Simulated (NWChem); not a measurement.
System: C3H5, doublet; SMILES [CH]=CC

Input file for NWChem:

```
start job
memory heap 200 mb stack 900 mb global 1100 mb
geometry units angstroms noautoz
  C      0.298015    -1.321822    -0.000088
  C     -0.386532    -0.198567     0.000085
  C      0.180887     1.188343     0.000271
  H      0.082949    -2.390285    -0.000094
  H     -1.489846    -0.270032     0.000296
  H     -0.162782     1.751272    -0.883008
  H      1.279341     1.173309    -0.002773
  H     -0.157776     1.748875     0.887030
end
basis spherical
  * library def2-svpd
end
dft
  odft
  mult 2
  xc b3lyp
  iterations 150
end
tddft
  cis
  nroots 6
end
task tddft energy
```

Parts of the log:

```
             Northwest Computational Chemistry Package (NWChem) 7.3.0
             --------------------------------------------------------

 C1  symmetry detected

                             Geometry "geometry" -> ""
                             -------------------------

 Output coordinates in angstroms (scale by  1.889725989 to convert to a.u.)

  No.       Tag          Charge          X              Y              Z
 ---- ---------------- ---------- -------------- -------------- --------------
    1 C                    6.0000     0.29214625    -1.32300696    -0.00001253
    2 C                    6.0000    -0.39133443    -0.19910279    -0.00004777
    3 C                    6.0000     0.17740053     1.18726810    -0.00001763
    4 H                    1.0000     0.07606633    -2.39126536     0.00011747
    5 H                    1.0000    -1.49471577    -0.26952065     0.00009428
    6 H                    1.0000    -0.16567088     1.75039776    -0.88340103
    7 H                    1.0000     1.27583999     1.17119120    -0.00298077
    8 H                    1.0000    -0.16079379     1.74824696     0.88663765

 Effective nuclear repulsion energy (a.u.)      64.1131543984

                                 NWChem DFT Module
                                 -----------------

 Summary of "ao basis" -> "ao basis" (spherical)
 ------------------------------------------------------------------------------
       Tag                 Description            Shells   Functions and Types
 ---------------- ------------------------------  ------  ---------------------
 C                         def2-svpd                 8       20   4s2p2d
 H                         def2-svpd                 4        8   2s2p

            General Information
            -------------------
          SCF calculation type: DFT
          Wavefunction type:  spin polarized.
          No. of atoms     :     8
          No. of electrons :    23
           Alpha electrons :    12
            Beta electrons :    11
          Charge           :     0
          Spin multiplicity:     2
          Use of symmetry is: off; symmetry adaption is: off
          Maximum number of iterations: 150
          AO basis - number of functions:   100
                     number of shells:    44
          Convergence on energy requested:  1.00D-06
          Convergence on density requested:  1.00D-05
          Convergence on gradient requested:  5.00D-04

              XC Information
              --------------
                         B3LYP Method XC Potential
                     Hartree-Fock (Exact) Exchange  0.200
                        Slater Exchange Functional  0.800 local
                    Becke 1988 Exchange Functional  0.720 non-local
              Lee-Yang-Parr Correlation Functional  0.810
                  VWN I RPA Correlation Functional  0.190 local

             Grid Information
             ----------------
          Grid used for XC integration:  medium
          Radial quadrature: Mura-Knowles
          Angular quadrature: Lebedev.
          Tag              B.-S. Rad. Rad. Pts. Rad. Cut. Ang. Pts.
          ---              ---------- --------- --------- ---------
          C                   0.70       49          10.0       434
          H                   0.35       45          11.0       434
          Grid pruning is: on
          Number of quadrature shells:   372
          Spatial weights used:  Erf1

      Superposition of Atomic Density Guess
      -------------------------------------

 Sum of atomic energies:        -115.37156189

      Non-variational initial energy
      ------------------------------

 Total energy =    -117.073941
 1-e energy   =    -279.817814
 2-e energy   =      98.630719
 HOMO         =      -0.172251
 LUMO         =       0.028762

[...]

                                NWChem TDDFT Module
                                -------------------

            General Information
            -------------------
           No. of orbitals :     200
            Alpha orbitals :     100
             Beta orbitals :     100
        Alpha frozen cores :       0
         Beta frozen cores :       0
     Alpha frozen virtuals :       0
      Beta frozen virtuals :       0
         Spin multiplicity :       2
    Number of AO functions :     100
        Use of symmetry is : off
      Symmetry adaption is : off
         Schwarz screening :  0.10D-07

              XC Information
              --------------
                  B3LYP Method XC Potential
              Hartree-Fock (Exact) Exchange   0.20
                 Slater Exchange Functional   0.80 local
             Becke 1988 Exchange Functional   0.72 non-local
       Lee-Yang-Parr Correlation Functional   0.81
           VWN I RPA Correlation Functional   0.19 local

             TDDFT Information
             -----------------
          Calculation type : Tamm-Dancoff TDDFT
         Wavefunction type : Unrestricted
          No. of electrons :      23
           Alpha electrons :      12
            Beta electrons :      11
              No. of roots :       6
          Max subspacesize :    5200
            Max iterations :     100
               Target root :       1
           Target symmetry : none
      Symmetry restriction : off
                 Algorithm : Optimal
        Davidson threshold :  0.10D-03

    6 smallest eigenvalue differences (eV)
--------------------------------------------------------
  No. Spin  Occ  Vir  Irrep   E(Occ)    E(Vir)   E(Diff)
--------------------------------------------------------
    1    2   11   12 a        -0.265    -0.083     4.954
    2    1   12   13 a        -0.239     0.003     6.595
    3    1   12   14 a        -0.239     0.029     7.294
    4    1   11   13 a        -0.275     0.003     7.566
    5    2   11   13 a        -0.265     0.013     7.575
    6    1   12   15 a        -0.239     0.051     7.888
--------------------------------------------------------

  Entering Davidson iterations
  Unrestricted

  Iter   NTrls   NConv    DeltaV     DeltaE      Time
  ----  ------  ------  ---------  ---------  ---------
    1      6       0     0.24E+00   0.10+100        6.8
    2     12       0     0.45E-01   0.56E-01        7.8
    3     18       0     0.78E-01   0.38E-01        7.8
    4     24       0     0.25E-01   0.17E-01        7.8
    5     30       3     0.78E-02   0.15E-02        7.8
    6     33       3     0.14E-02   0.82E-04        4.6
    7     36       4     0.23E-03   0.30E-05        4.6
    8     38       6     0.47E-04   0.79E-07        3.6
  ----  ------  ------  ---------  ---------  ---------
  Convergence criterion met

  Ground state a        -117.144244531623 a.u.
  <S2> =   0.7601

  ----------------------------------------------------------------------------
  Root   1         a              0.108371747 a.u.                2.9489 eV
  <S2> =   0.7670
  ----------------------------------------------------------------------------
     Transition Moments    X  0.00003   Y  0.00004   Z  0.12948
     Dipole Oscillator Strength                    0.0012111691
     Electric Quadrupole                           0.0000000018
     Magnetic Dipole                               0.0000003848
     Total Oscillator Strength                     0.0012115558

     Occ.   12 alpha a   ---  Virt.   13 alpha a        0.14659
     Occ.    8 beta  a   ---  Virt.   12 beta  a       -0.05221
     Occ.   11 beta  a   ---  Virt.   12 beta  a       -0.98352
  ----------------------------------------------------------------------------
  Root   2         a              0.172477430 a.u.                4.6934 eV
  <S2> =   2.7348
  ----------------------------------------------------------------------------
     Transition Moments    X  0.01131   Y -0.00920   Z -0.00001
     Dipole Oscillator Strength                    0.0000244422
     Electric Quadrupole                           0.0000000001
     Magnetic Dipole                               0.0000000024
     Total Oscillator Strength                     0.0000244447

     Occ.    8 alpha a   ---  Virt.   13 alpha a        0.06716
     Occ.   11 alpha a   ---  Virt.   13 alpha a        0.69898
     Occ.   11 alpha a   ---  Virt.   27 alpha a        0.05629
     Occ.    8 beta  a   ---  Virt.   13 beta  a       -0.06203
     Occ.   11 beta  a   ---  Virt.   13 beta  a       -0.69525
     Occ.   11 beta  a   ---  Virt.   27 beta  a       -0.05759
  ----------------------------------------------------------------------------
  Root   3         a              0.175391191 a.u.                4.7726 eV
  <S2> =   0.7772
  ----------------------------------------------------------------------------
     Transition Moments    X -0.00003   Y  0.00001   Z  0.14535
     Dipole Oscillator Strength                    0.0024703909
     Electric Quadrupole                           0.0000000246
     Magnetic Dipole                               0.0000008989
     Total Oscillator Strength                     0.0024713144

     Occ.   12 alpha a   ---  Virt.   13 alpha a       -0.98552
     Occ.   11 beta  a   ---  Virt.   12 beta  a       -0.14868
  ----------------------------------------------------------------------------
  Root   4         a              0.230043243 a.u.                6.2598 eV
  <S2> =   0.7896
  ----------------------------------------------------------------------------
     Transition Moments    X  0.11869   Y  0.25105   Z -0.00005
     Dipole Oscillator Strength                    0.0118260793
     Electric Quadrupole                           0.0000001723
     Magnetic Dipole                               0.0000005609
     Total Oscillator Strength                     0.0118268125

[...]
```

Level: B3LYP/def2-SVPD, spin-unrestricted, TDA. All runs use the structure optimised with PBE0/def2-SVP, spin-unrestricted. No stability test was run on the SCF state.
